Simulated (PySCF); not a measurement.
Worked example: chemical shift, span and skew from a shielding tensor

Si(H)(Cl)(Br)(vinyl) (C2H4BrClSi), SMILES C=C[SiH](Cl)Br. Atoms are numbered in the order given.

```xyz
9

Si    -0.0964    -0.1882    -0.8311
Cl     0.8374     1.5216    -1.5617
Br     0.6605    -0.6518     1.2243
C     -1.9371     0.1002    -0.7837
C     -2.7026     0.0007     0.3200
H      0.3045    -1.3181    -1.7270
H     -2.4099     0.3764    -1.7455
H     -2.2693    -0.2646     1.2999
H     -3.7904     0.1826     0.2905
```
Charge 0, spin multiplicity 1.

The structure is a stationary point at PBE-D3(BJ)/def2-SVP. Other conformers were not sampled.

GIAO shieldings from PBE/pcSseg-1 (PySCF), non-relativistic, no solvent. The symmetric part of the tensor of C5 has the principal values -86.5, 19.8, 161.8 ppm. The same nucleus in TMS has σ = 182.0 ppm at this level (PySCF, at its B3LYP-D3(BJ)/def2-TZVP geometry). Without spin–orbit terms, shifts of atoms bonded to Cl or Br come out too high.

Task: Work out the isotropic shielding, the ¹³C shift against TMS, the span and the skew.

Result: 
σ(iso) = (σ11 + σ22 + σ33)/3 = 31.7 ppm. δ = σ(ref) − σ(iso) = 182.0 − (31.7) = 150.3 ppm.
Span Ω = σ33 − σ11 = 248.3 ppm. Skew κ = 3(σ(iso) − σ22)/Ω = 0.14. Tumbling in solution averages the tensor to δ; in a static solid the shielding alone would spread this spin-1/2 line over Ω.
